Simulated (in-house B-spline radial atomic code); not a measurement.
The numbers below are computed, except where a source is named.
W in an electron gas of r_s = 2.07: phase shifts, screening, friction and resistivity

A nucleus sits in a uniform electron gas with a rigid positive background. The Kohn-Sham equations are solved self-consistently in the spin-unpolarised LDA (PW92), non-relativistic, on B-splines with outgoing waves at the boundary and partial waves to l = 8. The model has no lattice, no bands and no magnetic solution. Atomic units; δ_l are the phase shifts at the Fermi level, counted so that each bound state adds π, and good to about 0.0005. Heavy atoms are models without relativity.

The density parameter is r_s = 2.07 bohr, near that of the valence electrons of Al (3 per atom, density 2.7 g/cm³, mass 26.98 u, which gives r_s = 2.07).

```tsv
l	δ_l (rad)
0	14.9064
1	12.2955
2	8.3861
3	3.1965
4	0.0114
5	0.0018
6	0.0001
7	-0.0003
8	-0.0003
```

Bound levels below the band bottom (hartree): p -13.8, d -8.19, s -1.737, f -0.864, p -0.8635 and deeper ones.

Problem. Check the Friedel sum rule, and say where the screening charge sits.

Solution. k_F = (9π/4)^(1/3)/r_s = 0.92713. The rule is Z = (2/π) Σ (2l + 1) δ_l. The terms are s 9.490, p 23.483, d 26.694, f 14.245 and 0.073 beyond, in all 73.983 against Z = 74. Bound states hold 10 s, 24 p, 20 d and 14 f electrons, so the scattering states carry 5.98 in all; where a term is smaller than its bound count, the bound level has drawn weight out of the band.

Problem. Find the transport cross section and the electronic stopping of a 5 keV W ion (mass 183.84 u).

Solution. σ_tr = (4π/k_F²) Σ (l + 1) sin²(δ_l − δ_(l+1)). The terms for l = 0 to 3 are 0.2562, 0.9648, 2.3671, 0.0076, all together 3.5962, so σ_tr = 14.619 × 3.5962 = 52.574 bohr². With n = 3/(4π r_s³) = 0.02692, the friction coefficient is Q = n k_F σ_tr = 1.3119. For v well below v_F = 0.927, dE/dx = Q v; with 24801 eV per u at v = 1, v = √(5000/(24801 × 183.84)) = 0.0331, so dE/dx = 0.04344 hartree/bohr = 22.3 eV/nm. The largest term couples the d and f waves.

Problem. What residual resistivity would 1 atomic per cent of such centres give in Al?

Solution. Δρ = k_F n_i σ_tr/n in atomic units of 21.74 μΩ·cm. With one host atom per 3 electrons, n_i/n = 0.01/3, so Δρ = 0.9271 × 0.00333 × 52.574 × 21.74 = 3.53 μΩ·cm. This is an atom added to the gas, as on an interstitial site.

Problem. On a substitutional site the background of one host ion, a sphere holding 3 charges, is taken out. The phase shifts for l = 0 to 4 become 14.6044, 12.0374, 7.8177, 3.1156, -0.0077. What follows?

Solution. The Friedel sum is now 70.99, for Z − 3 = 71. The sum in σ_tr is 4.8491, so σ_tr = 70.89 bohr² and Δρ = 4.76 μΩ·cm per atomic per cent, 1.35 times the value above. A real host ion scatters too, so this model doesn't give zero even for the host's own atom.
